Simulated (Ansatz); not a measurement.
Ge₁₃H₂₀, a cluster cut from cubic germanium. Total charge 0; singlet. Geometry PBE-D4/def2-SVP, basis def2-TZVP, Ansatz.

Cartesian coordinates in Å:
```
Ge -0.902 -2.170 2.774
Ge -1.634 1.604 -3.295
Ge -0.654 -2.251 -1.165
Ge -1.827 1.128 0.738
Ge 1.527 0.981 2.951
Ge 1.715 1.036 -1.066
Ge 2.682 -2.263 0.947
Ge -2.853 2.136 -1.243
Ge -1.915 -1.318 0.713
Ge 1.440 -1.464 2.900
Ge 0.761 2.044 -3.082
Ge 1.643 -1.411 -1.102
Ge 0.508 1.852 0.903
H -0.991 -3.726 2.800
H -1.673 -1.627 4.013
H -2.208 2.457 -4.465
H -1.854 0.106 -3.651
H -0.617 -3.802 -1.013
H -1.338 -1.921 -2.522
H -2.597 1.622 2.004
H 0.759 1.520 4.195
H 3.005 1.464 3.053
H 3.212 1.467 -0.952
H 2.694 -3.821 0.924
H 4.159 -1.775 1.038
H -4.336 1.678 -1.375
H -2.853 3.683 -1.056
H -3.403 -1.783 0.628
H 2.087 -2.038 4.199
H 1.509 1.529 -4.349
H 0.975 3.585 -3.003
H 2.427 -1.935 -2.346
H 0.550 3.414 0.906
```

```csv
run,HOMO (eV),LUMO (eV)
A,-6.60,-1.72
B,-6.21,-1.65
C,-7.14,-0.95
D,-7.95,-0.09
E,-6.45,-1.49
```

Single mean-field runs in def2-TZVP are fitted with def2-universal-jkfit.

Q: The runs used B97M-V, BHLYP, PBE, PBE0, r2SCAN. Estimate which is which.

A: A B97M-V (0 % exact exchange); B PBE (0 % exact exchange); C PBE0 (25 % exact exchange); D BHLYP (50 % exact exchange); E r2SCAN (0 % exact exchange). Exact exchange lowers occupied and raises empty levels; among semilocal functionals meta-GGAs tend to open the gap a little, and such runs are hard to tell apart. The gap grows from 4.57 eV (PBE) to 7.86 eV (BHLYP).
